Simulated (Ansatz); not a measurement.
Pd₃Au₂⁺, relaxed as a doublet with UKS r2SCAN-D4/def2-SVP in Ansatz, starting from the GFN1-xTB geometry. Force threshold 0.02 eV/Å.

In the def2 sets Au, Pd take a core potential; there is no spin–orbit coupling. The relaxation made no stability test and no search for a lower SCF solution. No other spin state of charge 1 was run. The structure comes from a short search, and lower isomers may exist.

Start:

```xyz
5

Pd   -0.116    0.240   -1.564
Pd    0.878    1.053    0.796
Pd   -1.637    1.265    0.255
Au   -0.793   -1.219    0.753
Au    1.668   -1.340   -0.240
```

**Question.** Estimate the energy that the relaxation releases and the steps that it takes.

**Answer.** 0.02 eV, in 3 steps; 35 s on 4 threads of Arm Neoverse V1 on a shared host. No frequencies were taken in this run, so the end may be a saddle point.

**Question.** Does the start keep its bonding and symmetry?

**Answer.** By distances, no bond broke or formed. The bond that changes most is Pd3–Au4, from 2.67 to 2.62 Å (atoms count from 1). Point group Cs at the start, Cs at the end, both within 0.05 Å.

**Question.** Predict the relaxed structure.

**Answer.** 
```xyz
5

Pd   -0.0945    0.2477   -1.5609
Pd    0.8909    1.0536    0.7769
Pd   -1.6237    1.2323    0.2600
Au   -0.8357   -1.2182    0.7711
Au    1.6631   -1.3155   -0.2471
```
Bond lengths (bridged metal pairs left out): 5 × Au–Pd 2.62 to 2.85 Å; 3 × Pd–Pd 2.57 to 2.66 Å; 1 × Au–Au 2.70 Å.
